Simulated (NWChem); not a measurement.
Species: GaBrF2; SMILES [F][Ga]([F])[Br]

Computed with NWChem. Geometry: optimised at PBE0/def2-SVP. Level M06-L/def2-SVP: energy and gradient on several grids; changes count from the extra-fine grid, which is no exact limit either.

| grid | size of the energy change (μHa) | largest change of a gradient component (μHa/bohr) |
|---|---|---|
| xcoarse | 10000 | 10000 |
| coarse | 1000 | 60 |
| medium | 100 | 600 |
| fine | 10 | 200 |
| xfine | < 10 | < 30 |
